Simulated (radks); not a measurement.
Initial-state core-level shifts of neutral rhenium when its valence configuration changes from [Xe] 4f14 5d5 6s2. All-electron calculation, Dirac Kohn-Sham, PBE, spin-unpolarised, spherical densities, finite nucleus; open shells are shared between the two j in proportion to 2j + 1; Fermi nuclear charge, rms radius 5.3698 fm. Program: a radial shooting solver on a logarithmic mesh with Libxc functionals. Shifts are changes of the shell-averaged eigenvalues in eV (positive: less bound); the change of the density at the nucleus, which sets a Mossbauer isomer shift, is in e/bohr^3, on a base of 1.547e+06.

valence,2s,3s,3d,4d,density at nucleus
4f13 5d6 6s2,-10.936,-12.499,-12.334,-10.307,+105.4
4f14 5d7,+4.010,+3.977,+3.993,+3.991,-186.3
4f13.5 5d5.5 6s2,-5.389,-6.152,-6.071,-5.105,+52.0
4f13.5 5d5 6s2 6p0.5,-7.600,-8.349,-8.273,-7.301,+70.9
4f14 5d5 6s1.5 6p0.5,-0.857,-0.861,-0.860,-0.861,-39.5
4f14 5d6 6s1,+2.225,+2.203,+2.212,+2.208,-101.4
4f13 5d5 6s2 6p1,-15.531,-17.061,-16.906,-14.859,+145.4
4f13.5 5d6 6s1.5,-4.154,-4.931,-4.844,-3.883,-2.5
4f13 5d5.5 6s2 6p0.5,-13.225,-14.774,-14.613,-12.579,+125.1
